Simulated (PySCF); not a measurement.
**Zn: excitation energy**

Zn [Ar] 3d10 4s2 (1S) → Zn [Ar] 3d10 4s1 4p1, s spin flipped, as a difference of total energies. All numbers are calculated (PySCF 2.14, the spin-free X2C one-electron Hamiltonian (Gaussian nucleus), in ANO-RCC-VTZP (6s5p3d2f1g, 59 functions)). Correlated levels: valence: [Ar] frozen. The calculations carry no spin-orbit coupling.

```
           method  excitation energy (eV)
              UHF                   4.204
    MP2 (valence)                   4.910
SCS-MP2 (valence)                   4.900
```

Problem. How much does correlation contribute at MP2 (valence)?

Solution. 4.910 − (4.204) = 0.706 eV, measured against UHF.

The upper determinant mixes two multiplicities, so it lies between the two terms.

The basis was made for the ground configuration and has no added diffuse functions, so the excitation energy can come out too high.

The coupled-cluster amplitudes are large for the upper state (T1 above 0.03 or a double amplitude above 0.15), so a single reference is strained.
